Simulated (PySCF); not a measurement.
Species: C2H9Ge2PSi.
Geometry (PBE0-D3(BJ)/def2-SVP, Å), atoms numbered from 1 in this order:
```xyz
15
C2H9Ge2PSi angstrom
C     -0.4835    3.0354    0.9477
C      0.4890    2.4675    0.4848
Si     1.8818    1.5028   -0.2204
Ge     1.0414   -0.6898   -0.6904
Ge    -1.2806   -0.8260   -0.0013
P     -2.2579   -2.9148   -0.3543
H     -1.3373    3.5468    1.3560
H      2.9948    1.4525    0.7739
H      2.3680    2.1775   -1.4608
H      1.1477   -0.9988   -2.1977
H      1.8633   -1.7528    0.0674
H     -2.1182    0.2060   -0.7811
H     -1.3992   -0.5178    1.5039
H     -1.7474   -3.0457   -1.6832
H     -1.1664   -3.6363    0.2218
```

Method: PySCF 2.14.0, density-fitted response routines, TDDFT B3LYP/def2-SVPD, vertical, gas phase, core orbitals frozen in the response. The B3LYP/def2-SVPD calculation is non-relativistic and has no spin–orbit coupling, an omission that weighs most on germanium.

Ground-to-excited transition dipoles (e·a0, same axes as the geometry; the sign carries no meaning), for the states with f of 0.002 or more among the lowest 10:

```tsv
state	E (eV)	μx	μy	μz
S2	5.477	-0.647	-0.520	0.038
S3	5.484	1.087	1.262	0.065
S5	5.857	-0.606	-0.514	0.024
S6	5.986	-0.173	-0.502	-0.118
S8	6.175	-0.344	-0.401	-0.012
S9	6.254	0.123	-0.042	0.235
S10	6.350	-0.505	-0.293	0.088
```

Work out the oscillator strengths.

f = (2/3) ΔE |μ|² with ΔE in hartree (27.2114 eV).

| state | \|μ\|² (au) | \|μ\| (D) | f |
| --- | --- | --- | --- |
| S2 | 0.690 | 2.11 | 0.093 |
| S3 | 2.779 | 4.24 | 0.373 |
| S5 | 0.632 | 2.02 | 0.091 |
| S6 | 0.296 | 1.38 | 0.043 |
| S8 | 0.279 | 1.34 | 0.042 |
| S9 | 0.072 | 0.68 | 0.011 |
| S10 | 0.349 | 1.50 | 0.054 |

What angle do the transition dipoles of S2 and S3 make?

|cos θ| = |μa·μb| / (|μa| |μb|) = 0.98, so θ ≈ 12° (taken between 0 and 90°, since the signs are arbitrary).

How is the summed strength of these states shared among x, y and z?

(2/3) Σ ΔE μα² gives 0.332 for x, 0.363 for y and 0.013 for z, 0.708 in all.

What peak molar absorption coefficient would the strongest computed level give as a lone Gaussian band 0.3 eV wide at half height?

ε(max) = 2.175×10⁸ f / FWHM, with the width in cm⁻¹. S3: 2.175×10⁸ × 0.3734 / 2420 ≈ 34000 L mol⁻¹ cm⁻¹.

The vertical ionisation energy (ΔSCF) is 8.62 eV, 2.27 eV above S10.

Hardware: one thread, Arm Neoverse V1 (shared host). Cost: 3.0 min wall.

One conformer stands for the species.
